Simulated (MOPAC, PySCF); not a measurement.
Dissociation curve of CuH, singlet.

Computed with: UHF/LANL2DZ = unrestricted Hartree-Fock/LANL2DZ, with its core potentials past Ne run with PySCF 2.14.0; PM7, restricted, heats of formation (MOPAC); RKS-B3LYP/3-21G = restricted B3LYP/3-21G in PySCF 2.14.0; UCCSD(T) = CCSD(T) on UHF/def2-TZVP, 5 core orbitals frozen run with PySCF.

Energies relative to the lowest point of each curve near equilibrium, in kcal/mol; the last columns give the difference from UCCSD(T):

| R / Å | UHF/LANL2DZ | PM7 | RKS-B3LYP/3-21G | UCCSD(T) | UHF/LANL2DZ − UCCSD(T) | PM7 − UCCSD(T) | RKS-B3LYP/3-21G − UCCSD(T) |
|---|---|---|---|---|---|---|---|
| 1.17 | 35.0 | 95.4 | 13.2 | 23.8 | 11.2 | 71.6 | -10.6 |
| 1.26 | 18.4 | 49.8 | 3.8 | 10.1 | 8.3 | 39.7 | -6.3 |
| 1.35 | 8.2 | 22.2 | 0.3 | 3.0 | 5.3 | 19.2 | -2.7 |
| 1.41 | 4.1 | 11.0 | 0.0 | 0.8 | 3.3 | 10.2 | -0.8 |
| 1.43 | 3.1 | 8.3 | 0.2 | 0.4 | 2.7 | 7.9 | -0.2 |
| 1.49 | 1.0 | 2.7 | 1.4 | 0.0 | 1.0 | 2.7 | 1.4 |
| 1.52 | 0.4 | 1.1 | 2.3 | 0.2 | 0.2 | 0.9 | 2.1 |
| 1.57 | 0.0 | 0.0 | 4.1 | 1.0 | -1.0 | -1.0 | 3.2 |
| 1.65 | 0.6 | 1.3 | 7.8 | 3.1 | -2.5 | -1.8 | 4.7 |
| 1.72 | 2.0 | 4.8 | 11.6 | 5.6 | -3.6 | -0.8 | 6.0 |
| 1.83 | 5.6 | 13.4 | 18.2 | 10.2 | -4.7 | 3.2 | 8.0 |
| 2.00 | 12.4 | 30.7 | 29.4 | 18.3 | -5.9 | 12.5 | 11.1 |
| 2.21 | 18.8 | 54.4 | 43.5 | 28.4 | -9.6 | 26.0 | 15.0 |
| 2.47 | 23.8 | 82.3 | 59.9 | 39.1 | -15.3 | 43.1 | 20.8 |
| 2.67 | 26.1 | 100.8 | 71.3 | 45.6 | -19.5 | 55.1 | 25.7 |
| 2.97 | 28.1 | 123.0 | 85.6 | 52.4 | -24.3 | 70.6 | 33.2 |
| 3.31 | 29.3 | 141.2 | 97.8 | 56.1 | -26.9 | 85.0 | 41.7 |
| 3.63 | 29.8 | 152.9 | 105.5 | 57.4 | -27.6 | 95.5 | 48.1 |
| 4.02 | 30.1 | 162.6 | 111.2 | 57.9 | -27.7 | 104.7 | 53.3 |
| 4.49 | 30.3 | 170.1 | 114.7 | 58.1 | -27.7 | 112.0 | 56.6 |
| 5.26 | 30.5 | 177.5 | 117.2 | 58.1 | -27.7 | 119.4 | 59.0 |
| 5.94 | 30.6 | 181.8 | 118.2 | 58.1 | -27.6 | 123.6 | 60.1 |

UHF/LANL2DZ is furthest from UCCSD(T) at 4.02 (-27.7 kcal/mol, below); its mean absolute difference over the points is 12.9 kcal/mol.

PM7 is furthest from UCCSD(T) at 5.94 (123.6 kcal/mol, above); its mean absolute difference over the points is 45.8 kcal/mol.

RKS-B3LYP/3-21G is furthest from UCCSD(T) at 5.94 (60.1 kcal/mol, above); its mean absolute difference over the points is 21.4 kcal/mol.

The unrestricted determinant behind UHF/LANL2DZ, UCCSD(T) is spin-contaminated at 2.00 to 5.94 Å (<S²> up to 1.0, against 0.00 for a pure singlet). The restricted form behind PM7, RKS-B3LYP/3-21G keeps the bonding electrons paired and can't separate into open-shell fragments.
